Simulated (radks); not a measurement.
Task: The mean radii <r> (bohr) of the occupied orbitals of an atom or ion are listed with their occupations. Calculated with a radial shooting solver on a logarithmic mesh with Libxc functionals: scalar-relativistic Kohn-Sham, LDA (Slater exchange, VWN5 correlation), spin-polarised, spherical densities, finite nucleus; Fermi nuclear charge, rms radius of each element as measured or else 0.836 A^(1/3) + 0.57 fm.

orbital  occ.      <r>
1s up       1  0.02234
1s down     1  0.02234
2s up       1  0.09519
2s down     1  0.09519
2p up       3  0.08393
2p down     3  0.08392
3s up       1   0.2493
3s down     1   0.2493
3p up       3   0.2476
3p down     3   0.2475
3d up       5   0.2252
3d down     5   0.2252
4s up       1   0.5426
4s down     1   0.5428
4p up       3   0.5649
4p down     3   0.5652
4d up       5   0.5869
4d down     3   0.5875

Name the element and its charge. Open shells, if any, are filled with parallel spins first.

Result: Z = 63, europium, charge +19: Eu19+ in [Kr] 4d8. The 1s radius gives Z: for a bare nucleus <r> = (2 gamma + 1)/(2Z) with gamma = sqrt(1 - (Z/c)^2), 0.02203 bohr for Z = 63, and screening makes it slightly larger (0.02234 here). The occupations add up to 44, and the charge is Z minus that.
